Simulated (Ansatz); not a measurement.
Ansatz (an electronic-structure program) input (B3LYP-D3(BJ)/def2-TZVP):

Ansatz 0.2 input:
```yaml
crystal:
  periodic: [false, false, false]
  atoms:
    - {symbol: Hg, position_ang: [-0.00000000, -0.00000000, -0.73352435]}
    - {symbol: Br, position_ang: [0.00000000, 0.00000000, 1.67662709]}
basis:
  gaussian:
    orbitals: def2-TZVP
hamiltonian:
  xc: b3lyp
  dispersion: d3bj
total_charge: 1
phonons: {temperatures: {t_min: 298.15, t_max: 298.15, t_step: 100}}
```

Output:

```
Functional definition: B3LYP
integrals: 0.03 GiB planned
752 factors; integrals over basis functions are off by at most 5.6e-4 eV
mean field: 0.32 GiB planned
mean field evaluation 1: about -74207.8973 eV, gradient 5.2e1 eV
mean field evaluation 2: about -74131.4299 eV, gradient 1.5e2 eV
mean field evaluation 4: about -74216.3693 eV, gradient 8.1e0 eV
mean field evaluation 8: about -74216.5468 eV, gradient 3.1e-1 eV
mean field evaluation 16: about -74216.5472 eV, gradient 3.0e-5 eV
mean field -74216.54721791 eV, -2727.4078044755 hartree, gradient 3.0e-5 eV, S^2 0.000000; 0 other end points of the search recorded, 0 dependent functions left out
the calculation of the forces begins
reference -74216.54741830 eV, -2727.4078118399 hartree; 27, 27 occupied and 64, 64 virtual orbitals, 752 factors
these checks for a lower state are left out or cut short: stability, starts, cluster_reference, orbital_swaps, neighbouring_geometries, increment
integrals: 0.03 GiB planned
752 factors; integrals over basis functions are off by at most 5.6e-4 eV
mean field: 0.32 GiB planned
mean field -74216.54721791 eV, -2727.4078044758 hartree, gradient 1.7e-7 eV, S^2 0.000000; 0 other end points of the search recorded, 0 dependent functions left out
the calculation of the forces begins
reference -74216.54741831 eV, -2727.4078118401 hartree; 27, 27 occupied and 64, 64 virtual orbitals, 752 factors
these checks for a lower state are left out or cut short: stability, starts, cluster_reference, orbital_swaps, neighbouring_geometries, increment
integrals: 0.03 GiB planned
752 factors; integrals over basis functions are off by at most 5.6e-4 eV
mean field: 0.32 GiB planned
mean field evaluation 32: about -74216.5472 eV, gradient 1.7e-7 eV
mean field -74216.54721791 eV, -2727.4078044758 hartree, gradient 1.7e-7 eV, S^2 0.000000; 0 other end points of the search recorded, 0 dependent functions left out
the calculation of the forces begins
reference -74216.54741831 eV, -2727.4078118401 hartree; 27, 27 occupied and 64, 64 virtual orbitals, 752 factors
these checks for a lower state are left out or cut short: stability, starts, cluster_reference, orbital_swaps, neighbouring_geometries, increment
integrals: 0.03 GiB planned
752 factors; integrals over basis functions are off by at most 5.6e-4 eV
mean field: 0.32 GiB planned
mean field -74216.54721791 eV, -2727.4078044758 hartree, gradient 1.7e-7 eV, S^2 0.000000; 0 other end points of the search recorded, 0 dependent functions left out
the calculation of the forces begins
reference -74216.54741831 eV, -2727.4078118401 hartree; 27, 27 occupied and 64, 64 virtual orbitals, 752 factors
these checks for a lower state are left out or cut short: stability, starts, cluster_reference, orbital_swaps, neighbouring_geometries, increment
integrals: 0.03 GiB planned
752 factors; integrals over basis functions are off by at most 5.6e-4 eV
mean field: 0.32 GiB planned
mean field -74216.54721791 eV, -2727.4078044758 hartree, gradient 1.7e-7 eV, S^2 0.000000; 0 other end points of the search recorded, 0 dependent functions left out
the calculation of the forces begins
reference -74216.54741831 eV, -2727.4078118401 hartree; 27, 27 occupied and 64, 64 virtual orbitals, 752 factors
these checks for a lower state are left out or cut short: stability, starts, cluster_reference, orbital_swaps, neighbouring_geometries, increment
integrals: 0.03 GiB planned
752 factors; integrals over basis functions are off by at most 5.6e-4 eV
mean field: 0.32 GiB planned
mean field -74216.54716916 eV, -2727.4078026842 hartree, gradient 2.9e-6 eV, S^2 0.000000; 0 other end points of the search recorded, 0 dependent functions left out
the calculation of the forces begins
reference -74216.54736953 eV, -2727.4078100476 hartree; 27, 27 occupied and 64, 64 virtual orbitals, 752 factors
these checks for a lower state are left out or cut short: stability, starts, cluster_reference, orbital_swaps, neighbouring_geometries, increment
integrals: 0.03 GiB planned
752 factors; integrals over basis functions are off by at most 5.6e-4 eV
mean field: 0.32 GiB planned
mean field -74216.54719349 eV, -2727.4078035782 hartree, gradient 2.8e-6 eV, S^2 0.000000; 0 other end points of the search recorded, 0 dependent functions left out
the calculation of the forces begins
reference -74216.54739391 eV, -2727.4078109435 hartree; 27, 27 occupied and 64, 64 virtual orbitals, 752 factors
these checks for a lower state are left out or cut short: stability, starts, cluster_reference, orbital_swaps, neighbouring_geometries, increment
integrals: 0.03 GiB planned
752 factors; integrals over basis functions are off by at most 5.6e-4 eV
mean field: 0.32 GiB planned
mean field evaluation 64: about -74216.5472 eV, gradient 5.6e-5 eV
mean field -74216.54721791 eV, -2727.4078044758 hartree, gradient 1.7e-7 eV, S^2 0.000000; 0 other end points of the search recorded, 0 dependent functions left out
the calculation of the forces begins
reference -74216.54741831 eV, -2727.4078118401 hartree; 27, 27 occupied and 64, 64 virtual orbitals, 752 factors
these checks for a lower state are left out or cut short: stability, starts, cluster_reference, orbital_swaps, neighbouring_geometries, increment
integrals: 0.03 GiB planned
752 factors; integrals over basis functions are off by at most 5.6e-4 eV
mean field: 0.32 GiB planned
mean field -74216.54721791 eV, -2727.4078044758 hartree, gradient 1.7e-7 eV, S^2 0.000000; 0 other end points of the search recorded, 0 dependent functions left out
the calculation of the forces begins
reference -74216.54741831 eV, -2727.4078118401 hartree; 27, 27 occupied and 64, 64 virtual orbitals, 752 factors
these checks for a lower state are left out or cut short: stability, starts, cluster_reference, orbital_swaps, neighbouring_geometries, increment
integrals: 0.03 GiB planned
752 factors; integrals over basis functions are off by at most 5.6e-4 eV
mean field: 0.32 GiB planned
mean field -74216.54721791 eV, -2727.4078044758 hartree, gradient 1.7e-7 eV, S^2 0.000000; 0 other end points of the search recorded, 0 dependent functions left out
the calculation of the forces begins
reference -74216.54741831 eV, -2727.4078118401 hartree; 27, 27 occupied and 64, 64 virtual orbitals, 752 factors
these checks for a lower state are left out or cut short: stability, starts, cluster_reference, orbital_swaps, neighbouring_geometries, increment
integrals: 0.03 GiB planned
752 factors; integrals over basis functions are off by at most 5.6e-4 eV
mean field: 0.32 GiB planned
mean field -74216.54721791 eV, -2727.4078044758 hartree, gradient 1.7e-7 eV, S^2 0.000000; 0 other end points of the search recorded, 0 dependent functions left out
the calculation of the forces begins
reference -74216.54741831 eV, -2727.4078118401 hartree; 27, 27 occupied and 64, 64 virtual orbitals, 752 factors
these checks for a lower state are left out or cut short: stability, starts, cluster_reference, orbital_swaps, neighbouring_geometries, increment
integrals: 0.03 GiB planned
752 factors; integrals over basis functions are off by at most 5.6e-4 eV
mean field: 0.32 GiB planned
mean field -74216.54719349 eV, -2727.4078035782 hartree, gradient 2.8e-6 eV, S^2 0.000000; 0 other end points of the search recorded, 0 dependent functions left out
the calculation of the forces begins
reference -74216.54739391 eV, -2727.4078109435 hartree; 27, 27 occupied and 64, 64 virtual orbitals, 752 factors
these checks for a lower state are left out or cut short: stability, starts, cluster_reference, orbital_swaps, neighbouring_geometries, increment
integrals: 0.03 GiB planned
752 factors; integrals over basis functions are off by at most 5.6e-4 eV
mean field: 0.32 GiB planned
mean field evaluation 96: about -74216.5056 eV, gradient 3.5e-1 eV
mean field -74216.54716916 eV, -2727.4078026842 hartree, gradient 2.9e-6 eV, S^2 0.000000; 0 other end points of the search recorded, 0 dependent functions left out
the calculation of the forces begins
reference -74216.54736953 eV, -2727.4078100476 hartree; 27, 27 occupied and 64, 64 virtual orbitals, 752 factors
Total energy: -74216.63253682 eV, -2727.4109398879 hartree
Atom 0 at    -0.000000    -0.000000    -0.733524 Å, force    -0.000000     0.000000    -0.001373 eV/Å
Atom 1 at     0.000000     0.000000     1.676627 Å, force     0.000000    -0.000000     0.001373 eV/Å
Dipole moment:    -0.000000     0.000000    -0.551775 e Å
Vibrations: 236.13 cm⁻¹, zero-point energy 0.014638 eV
```
